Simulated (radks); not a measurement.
Spherical quantum dot in the effective-mass picture: electrons in a hard-walled sphere of radius 1.41, with a point charge +1 (a donor) at the centre, all in effective atomic units (hartree* = m*/eps^2 hartree, bohr* = eps/m* bohr), one dielectric constant everywhere. Calculated with a radial shooting solver with Libxc functionals: non-relativistic Kohn-Sham, r2SCAN, spin-polarised, spherical densities, generalised Kohn-Sham scheme. Levels are named by radial order and angular momentum (1s, 1p, 1d, 2s, ...), and open shells are averaged over m. Results are scaled to m* = 0.121 and eps = 7.2, for which hartree* = 63.51 meV and bohr* = 3.149 nm.

N = 2, configuration 1s2. This is the lowest configuration that the search found. Occupied and some empty levels:

| level | occupation | eigenvalue (meV) | <r> (nm) |
|---|---|---|---|
| 1s | 2 | 153.28 | 2.082 |
| 1p | 0 | 343.95 | 2.594 |
| 1d | 0 | 563.57 | 2.859 |
| 2s | 0 | 609.53 | 2.209 |

Energy (meV): total 163.972, kinetic 325.43, external -244.62, Hartree 171.86, exchange-correlation -88.705.

Electron density:

| r (nm) | n(r) (e/nm^3) |
|---|---|
| 0.0896 | 0.07510 |
| 0.312 | 0.06495 |
| 0.535 | 0.05592 |
| 0.758 | 0.04791 |
| 0.981 | 0.04082 |
| 1.20 | 0.03451 |
| 1.43 | 0.02890 |
| 1.65 | 0.02394 |
| 1.87 | 0.01955 |
| 2.10 | 0.01569 |
| 2.32 | 0.01233 |
| 2.54 | 0.009446 |
| 2.76 | 0.007006 |
| 2.99 | 0.004991 |
| 3.21 | 0.003376 |
| 3.43 | 0.002116 |
| 3.66 | 0.001192 |
| 3.88 | 0.0005625 |
| 4.10 | 0.0001902 |
| 4.32 | 0.00002057 |
